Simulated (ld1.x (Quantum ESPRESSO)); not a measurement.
# rhodium (Rh): excitation energies, all-electron against TM

```
Element                 : rhodium
Generator               : ld1.x (Quantum ESPRESSO) 7.5
Type                    : norm-conserving Troullier–Martins (Kleinman–Bylander form)
Functional              : PBE
Relativity              : scalar-relativistic
Frozen core             : [Ar] 3d10
Valence charge          : 17
Reference configuration : 4s2 4p6 4d7.5 5s0 5p0 (charge +1.5)
Partial waves           : 4s (bound): rc 1.45 bohr; 4p (bound): rc 1.50 bohr; 4d (bound): rc 1.85 bohr
Local potential         : all-electron potential smoothed inside 1.45 bohr (lloc = -1)
Core correction         : none
```

Energies are relative to the spin-unpolarised reference configuration 4s2 4p6 4d7.5 5s0 5p0; without spin polarisation the order of configurations can differ from experiment. The frozen-core shift is the all-electron ΔE with the core orbitals held at their reference shape minus the fully relaxed ΔE.

Q: Give the all-electron excitation energy and the error of the potential for: 4s2 4p6 4d8 5s1 5p0; 4s2 4p6 4d8 5s0 5p0; 4s2 4p6 4d7 5s0 5p0; 4s2 4p6 4d6 5s0 5p0; 4s2 4p6 4d7 5s1 5p0; 4s2 4p6 4d7 5s1 5p1; 4s2 4p6 4d5 5s0 5p0.

A:

| valence configuration | charge | ΔE all-electron (eV) | error AE − PS (meV) | frozen-core shift (meV) |
| --- | --- | --- | --- | --- |
| 4s2 4p6 4d8 5s1 5p0 | 0 | -15.695 | +135 | -1.0 |
| 4s2 4p6 4d8 5s0 5p0 | +1 | -8.234 | +0.1 | +0.9 |
| 4s2 4p6 4d7 5s0 5p0 | +2 | 11.276 | -0.7 | -0.8 |
| 4s2 4p6 4d6 5s0 5p0 | +3 | 43.781 | +0.6 | -1.5 |
| 4s2 4p6 4d7 5s1 5p0 | +1 | -4.568 | +222 | -3.1 |
| 4s2 4p6 4d7 5s1 5p1 | 0 | -9.076 | +193 | -3.9 |
| 4s2 4p6 4d5 5s0 5p0 | +4 | 90.728 | +19 | +1.7 |

A variational frozen-core shift is positive and of second order in the change. This column holds negative values, so the frozen-core run of ld1.x carries numerical noise or an error of first order here, and the column gives no more than the rough size of the effect.
